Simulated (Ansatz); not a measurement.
Reaction (formal exchange of groups at the Si–N bond): `N[SiH2]C[SiH3]` + `CNCC=S` → `[SiH3]C[SiH2]C=S` + `CNCN`

Gas-phase electronic energies from Ansatz, PBE0-D4/def2-TZVP geometries. CCSD(T)/CBS adds triple-zeta CCSD(T) − MP2 to the extrapolated MP2 energy (def2 sets, frozen cores). DFT in def2-TZVPP. Each species was taken in one conformer, which may not be the lowest.

| species | PBE0 energy (Eh) |
| --- | --- |
| `N[SiH2]C[SiH3]` | -676.98484 |
| `CNCC=S` | -571.16596 |
| `[SiH3]C[SiH2]C=S` | -1057.75106 |
| `CNCN` | -190.36664 |

(1) Work out ΔE.

Largest T1 diagnostic among the species: 0.014.

Answers

(1) ΔE = (-1057.75106) + (-190.36664) − (-676.98484) − (-571.16596) = 0.03310 Eh = +86.9 kJ/mol. CCSD(T)/CBS gives +87.9 kJ/mol.

In def2-TZVPP, CCSD(T) changes the Hartree–Fock value by −14.1 kJ/mol (the triples alone add −2.4 kJ/mol) and MP2 by −8.7 kJ/mol. From PBE to PBE0 (25 % exact exchange), in def2-TZVPP and without D4, ΔE moves by +5.1 kJ/mol.
